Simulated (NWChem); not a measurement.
System: GaH₂Cl; SMILES [Cl][GaH2]

Here is an NWChem input.

```
start job
memory heap 200 mb stack 900 mb global 1100 mb
geometry units angstroms noautosym nocenter noautoz
  Ga     0.000000     0.000000     0.776400
  H      0.000000    -1.422259     1.429067
  H      0.000000     1.422259     1.429067
  Cl     0.000000     0.000000    -1.401656
end
basis spherical
  * library 6-31g*
end
dft
  xc b3lyp
  iterations 150
end
property
  response 1 0.0856
end
raman
  normal
  lorentzian
end
task dft raman
```

NWChem printed, in part:

```
             Northwest Computational Chemistry Package (NWChem) 7.3.0
             --------------------------------------------------------

                             Geometry "geometry" -> ""
                             -------------------------

 Output coordinates in angstroms (scale by  1.889725989 to convert to a.u.)

  No.       Tag          Charge          X              Y              Z
 ---- ---------------- ---------- -------------- -------------- --------------
    1 Ga                  31.0000     0.00000000     0.00000000     0.77640000
    2 H                    1.0000     0.00000000    -1.42225900     1.42906700
    3 H                    1.0000     0.00000000     1.42225900     1.42906700
    4 Cl                  17.0000     0.00000000     0.00000000    -1.40165600

 Effective nuclear repulsion energy (a.u.)     154.8706399503

  util_pr load raman

                                  Raman Analysis
                                  --------------

[second-derivative integrals and response iterations left out]

  Vibrational analysis via the FX method

  See chapter 2 in "Molecular Vibrations" by Wilson, Decius and Cross

  Vib: Default input used

 ---------------------------- Atom information ----------------------------
     atom    #        X              Y              Z            mass
 --------------------------------------------------------------------------
    Ga       1  0.0000000D+00  0.0000000D+00  1.4671833D+00  6.8925700D+01
    H        2  0.0000000D+00 -2.6876798D+00  2.7005450D+00  1.0078250D+00
    H        3  0.0000000D+00  2.6876798D+00  2.7005450D+00  1.0078250D+00
    Cl       4  0.0000000D+00  0.0000000D+00 -2.6487458D+00  3.4968850D+01
 --------------------------------------------------------------------------

[unprojected Hessian and modes left out]

        Vibrational analysis via the FX method
  --- with translations and rotations projected out ---
  --- via the Eckart algorithm                      ---
 Projected Nuclear Hessian trans-rot subspace norm:8.6599D-34
                         (should be close to zero!)

[projected Hessian left out]

 Rotational Constants
 --------------------
 A=   4.134544 cm-1  (  5.948553 K)
 B=   0.148068 cm-1  (  0.213032 K)
 C=   0.142949 cm-1  (  0.205667 K)

 Temperature                      =   298.15K
 frequency scaling parameter      =   1.0000

 Zero-Point correction to Energy  =    8.818 kcal/mol  (  0.014053 au)
 Thermal correction to Energy     =   11.100 kcal/mol  (  0.017689 au)
 Thermal correction to Enthalpy   =   11.692 kcal/mol  (  0.018633 au)

 Total Entropy                    =   64.675 cal/mol-K
   - Translational                =   39.871 cal/mol-K (mol. weight = 105.9102)
   - Rotational                   =   22.428 cal/mol-K (symmetry #  =        1)
   - Vibrational                  =    2.376 cal/mol-K

 Cv (constant volume heat capacity) =   10.542 cal/mol-K
   - Translational                  =    2.979 cal/mol-K
   - Rotational                     =    2.979 cal/mol-K
   - Vibrational                    =    4.583 cal/mol-K

[normal modes left out]

 ----------------------------------------------------------------------------
 Normal Eigenvalue ||           Projected Infra Red Intensities
  Mode   [cm**-1]  || [atomic units] [(debye/angs)**2] [(KM/mol)] [arbitrary]
 ------ ---------- || -------------- ----------------- ---------- -----------
    1       -0.000 ||    0.000629           0.015         0.613       0.136
    2       -0.000 ||    0.001267           0.029         1.235       0.274
    3        0.000 ||    0.000000           0.000         0.000       0.000
    4        0.000 ||    0.001243           0.029         1.212       0.269
    5        0.000 ||    0.000000           0.000         0.000       0.000
    6        0.000 ||    0.000587           0.014         0.573       0.127
    7      400.344 ||    0.064454           1.487        62.833      13.947
    8      490.065 ||    0.031049           0.716        30.269       6.719
    9      601.014 ||    0.072037           1.662        70.225      15.588
   10      721.986 ||    0.138347           3.192       134.867      29.936
   11     1968.940 ||    0.050953           1.176        49.672      11.025
   12     1989.070 ||    0.194002           4.476       189.123      41.979
 ----------------------------------------------------------------------------

(mode_ini,mode_end)=(    1,    6)
 task_raman_doit:                no rminfo found
(begin,last,steps)=(   7,  12,   2)
  dal ramantype                     1
 ENTER raman default
Generating fname_raman3=./job.raman_0007-0012
(ii,rminfo(ii,1))=(    7,     0.00000000)
 ramanpolfile=./job.ramanpol_0001-1
 ramanpol_read: failed to open ./job.ramanpol_0001-1
[response runs at displaced geometries left out]
 Showing rminfo:
(start,last,rmmodes,nfreq,plot,width)=(   1,  12,   6,   1,normal          ,    20.00000000)
rminfo(   1)=(   400.34357507,    10.17792380,     0.00000000,    10.17792380)
rminfo(   2)=(   490.06532448,    12.04603876,     0.00000000,    12.04603876)
rminfo(   3)=(   601.01447663,     1.55704145,     0.00000000,     1.55704145)
rminfo(   4)=(   721.98619402,    12.93874946,     0.00000000,    12.93874946)
rminfo(   5)=(  1968.94040902,   303.90551080,     0.00000000,   303.90551080)
rminfo(   6)=(  1989.06961381,    77.96129937,     0.00000000,    77.96129937)

 Raman scattering data written to ./job.normal
```

Level: B3LYP/6-31G* (spherical d). The geometry was optimised at B3LYP/6-31G* (spherical d). The printed entropy takes a lower symmetry number than the molecule has.
